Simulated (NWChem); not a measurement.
# SiSbH₃Cl₂; SMILES [Cl][Sb]([Cl])[SiH3]

Results from NWChem. All runs use the structure optimised with PBE0/def2-SVP. def2 effective core potentials on Sb; no spin-orbit coupling.

Task: What does the run give for PBE0/def2-SVP (core potentials)? Quantities: highest occupied level (eV); orbital gap (eV); dipole (D).

Result: 
| Property | Value |
|---|---|
| highest occupied level (eV) | -7.29 |
| orbital gap (eV) | 5.32 |
| dipole (D) | 2.85 |
